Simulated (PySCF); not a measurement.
## Where the electron goes

Methyl lactate, C4H8O3.
Geometry (GFN2-xTB, Å), atoms numbered from 1 in this order:
```
atom  x, y, z in Å
C1     2.404   -0.509   -0.401
O2     1.101   -0.622    0.161
C3     0.358    0.479    0.160
O4     0.709    1.548   -0.273
C5    -1.036    0.245    0.726
C6    -1.828   -0.599   -0.285
O7    -1.652    1.477    0.979
H8     2.357   -0.003   -1.367
H9     3.052    0.063    0.266
H10    2.776   -1.524   -0.514
H11   -0.961   -0.297    1.675
H12   -2.843   -0.729    0.080
H13   -1.866   -0.091   -1.246
H14   -1.358   -1.570   -0.406
H15   -1.217    2.141    0.421
```

Method: PySCF 2.14.0, density-fitted response routines, TDDFT CAM-B3LYP/def2-SVPD, vertical, gas phase, core orbitals frozen in the response.

Kohn–Sham orbitals with the atoms that hold most of them (Löwdin shares over 4%, at most four atoms; ? is withheld):

```json
{"orbital": "LUMO+2", "ε (eV)": "1.80", "atoms": "C1 15%, H10 11%, C6 10%, H9 9%"}
{"orbital": "LUMO+1", "ε (eV)": "1.09", "atoms": "C3 25%, O4 18%, C1 16%, O2 11%"}
{"orbital": "LUMO", "ε (eV)": "1.01", "atoms": "?"}
{"orbital": "HOMO", "ε (eV)": "-9.54", "atoms": "?"}
{"orbital": "HOMO-1", "ε (eV)": "-10.06", "atoms": "O4 55%, C5 11%, C3 8%, O2 8%"}
{"orbital": "HOMO-2", "ε (eV)": "-10.76", "atoms": "O2 43%, O4 27%, C1 10%, C3 7%"}
{"orbital": "HOMO-3", "ε (eV)": "-11.39", "atoms": "O7 42%, O4 13%, O2 12%, C5 10%"}
```

Q: Which atoms hold the LUMO, and with what shares?

A: C3 (bonded to C and 2 O) 22%; O4 (bonded to C) 17%; O2 (bonded to 2 C) 12%; C6 (bonded to C and 3 H) 10%. By element: carbon 32% or more, oxygen 29% or more.

Q: Which atoms hold the HOMO, and with what shares?

A: O7 (bonded to C and H) 60%; C5 (bonded to 2 C, O and H) 12%; C6 (bonded to C and 3 H) 11%. By element: oxygen 60% or more, carbon 23% or more.

Q: The HOMO–LUMO gap is 10.56 eV. Where does the response calculation put the lowest singlet, and from which orbitals?

A: S1 is at 6.15 eV (f = 0.0033), 4.40 eV below the gap, made of HOMO-1→LUMO (42%), HOMO-1→LUMO+1 (37%). Its leading pair isn't HOMO and LUMO; the energies of that pair differ by 11.08 eV. 

Next come S2 at 7.16 eV (f 0.031), HOMO→LUMO (50%), HOMO→LUMO+1 (35%); S3 at 7.69 eV (f 0.012), HOMO→LUMO+1 (31%), HOMO→LUMO (26%), HOMO→LUMO+2 (24%); S4 at 8.13 eV (f 0.016), HOMO-1→LUMO+1 (42%), HOMO-1→LUMO (36%); S5 at 8.35 eV (f 0.125), HOMO-2→LUMO+1 (43%), HOMO-2→LUMO (37%).

Löwdin shares depend on the basis, the more so with diffuse functions.

One conformer stands for the species.
